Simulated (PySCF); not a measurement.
C6H5F2 (doublet state).
Atom-mapped SMILES: `[CH2:1]=[CH:2][CH:3]=[C:4][CH:5]=[C:6]([F:7])[F:8]` (hydrogens: H9, H10 on C1; H11 on C2; H12 on C3; H13 on C5)

Cartesian coordinates in Å at the GFN2-xTB level; atoms count from 1:
```
atom  x, y, z in Å
C1    -0.698    2.779   -0.601
C2    -0.695    1.554   -0.092
C3     0.069    0.456   -0.671
C4     0.096   -0.752   -0.199
C5     0.084   -1.995    0.310
C6     0.957   -2.472    1.254
F7     0.920   -3.716    1.730
F8     1.942   -1.777    1.819
H9    -0.129    3.029   -1.481
H10   -1.268    3.575   -0.155
H11   -1.270    1.316    0.792
H12    0.643    0.708   -1.559
H13   -0.655   -2.705   -0.041
```

The hyperfine couplings belong to this conformer and change with its torsions.

Computed, not measured: UKS B3LYP, pcH-1 on C F H, non-relativistic, mean-field spin-orbit, GIAO (PySCF). Isolated species at its GFN2-xTB geometry (one conformer only). The geometry wasn't refined by DFT: couplings that depend on bond lengths, twists or pyramidal angles can differ widely from those at the functional's own minimum. Stability of the SCF solution: not tested. ⟨S²⟩ is 0.777 where a pure state has 0.75.

(1) What is the g tensor, term by term?

(2) How much does each term add to the isotropic shift?

(3) What are the electron Larmor frequencies g μB B/h along the three axes at 340 mT?

(4) At 9.742 GHz, how far is the centre of the isotropic spectrum from where a free electron (g = 2.002319) resonates?

(5) In a frozen sample, at which fields do the three g values resonate at 9.5, 34, 94 and 263 GHz (hyperfine left aside), and which band first spreads them over more than twice a line width of 0.3 mT?

## Answers

(1) 
| Δg (ppm) | 1 | 2 | 3 |
| --- | --- | --- | --- |
| relativistic mass correction | -215 | -215 | -215 |
| gauge correction | 2 | 51 | 42 |
| orbital Zeeman/spin–orbit | -176 | 1429 | 2087 |
| total | -388 | 1265 | 1914 |

So g = 2.00193, 2.00358, 2.00423 and g_iso = 2.00325; the tensor is rhombic: the two nearest values differ by 28 % of g3 − g1. Axes: g2 points within 2° of the C4–C5 bond.

(2) The orbital-Zeeman/spin–orbit term 1113, the mass correction -215 and the gauge correction 31 ppm, for a total of 930 ppm. The orbital-Zeeman/spin–orbit term is the largest in size. The mass correction is the same along every axis, so the anisotropy comes from the other two: their spans along these axes are 48 (gauge) and 2263 ppm (orbital Zeeman/spin–orbit).

(3) 9.5266, 9.5345, 9.5376 GHz for g1, g2 and g3, a range of 11.0 MHz.

(4) B = hν/(g μB) with μB/h = 13.99624 MHz/mT gives 347.62 mT for the free electron and 347.46 mT at g_iso, 0.16 mT lower.

(5) 
```json
{"band": "X", "GHz": "9.5", "B(g3) mT": "338.66", "B(g2) mT": "338.77", "B(g1) mT": "339.05", "spread mT": "0.39"}
{"band": "Q", "GHz": "34.0", "B(g3) mT": "1212.05", "B(g2) mT": "1212.44", "B(g1) mT": "1213.44", "spread mT": "1.39"}
{"band": "W", "GHz": "94.0", "B(g3) mT": "3350.95", "B(g2) mT": "3352.04", "B(g1) mT": "3354.80", "spread mT": "3.85"}
{"band": "J", "GHz": "263.0", "B(g3) mT": "9375.53", "B(g2) mT": "9378.57", "B(g1) mT": "9386.32", "spread mT": "10.78"}
```

The spread grows in proportion to the frequency. Q band is the first where it exceeds 0.6 mT.

The largest Mulliken spin populations are on C4 (+0.65), C6 (+0.55), C5 (-0.24) and C3 (-0.12).

The HOMO–LUMO gaps are 4.00 eV among the α and 4.67 eV among the β orbitals.

The run took 53 s wall (with the writing of density and orbital grids) on one thread, Arm Neoverse V1 (aarch64) (shared host), and the process peaked at 0.91 GiB of memory.
